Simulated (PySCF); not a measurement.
Computed IR spectrum (relative IR intensity) of a molecule C5H7F. The structure is a stationary point at r2SCAN-D4/def2-SVP. One conformer was computed; it need not be the lowest. Method: PySCF with r2SCAN-D4/def2-SVP. No scaling factor is applied to the harmonic values.

Lines under 2 % of the strongest are left out, and lines within 2 cm⁻¹ are merged.

```json
[
 {"ν (cm⁻¹)": "438", "relative intensity": "3.7"},
 {"ν (cm⁻¹)": "442", "relative intensity": "2.7"},
 {"ν (cm⁻¹)": "646", "relative intensity": "4.6"},
 {"ν (cm⁻¹)": "784", "relative intensity": "8.4"},
 {"ν (cm⁻¹)": "817", "relative intensity": "20"},
 {"ν (cm⁻¹)": "919", "relative intensity": "4.3"},
 {"ν (cm⁻¹)": "983", "relative intensity": "22"},
 {"ν (cm⁻¹)": "1029", "relative intensity": "6.6"},
 {"ν (cm⁻¹)": "1074", "relative intensity": "2.3"},
 {"ν (cm⁻¹)": "1161", "relative intensity": "2.1"},
 {"ν (cm⁻¹)": "1198", "relative intensity": "4.3"},
 {"ν (cm⁻¹)": "1228", "relative intensity": "10"},
 {"ν (cm⁻¹)": "1333", "relative intensity": "80"},
 {"ν (cm⁻¹)": "1349", "relative intensity": "26"},
 {"ν (cm⁻¹)": "1384", "relative intensity": "2.1"},
 {"ν (cm⁻¹)": "1443", "relative intensity": "5.2"},
 {"ν (cm⁻¹)": "1464", "relative intensity": "3.7"},
 {"ν (cm⁻¹)": "1468", "relative intensity": "2.7"},
 {"ν (cm⁻¹)": "1729", "relative intensity": "100"},
 {"ν (cm⁻¹)": "3024", "relative intensity": "19"},
 {"ν (cm⁻¹)": "3030", "relative intensity": "19"},
 {"ν (cm⁻¹)": "3043", "relative intensity": "16"},
 {"ν (cm⁻¹)": "3107", "relative intensity": "8.3"},
 {"ν (cm⁻¹)": "3122", "relative intensity": "27"},
 {"ν (cm⁻¹)": "3228", "relative intensity": "2.3"}
]
```

Question: Identify the compound among the candidates.
A. CC1=C(F)CC1
B. CCC=C=CF
C. FC=C1CCC1
D. C[C@H]1C=C(F)C1

Answer: D, C[C@H]1C=C(F)C1
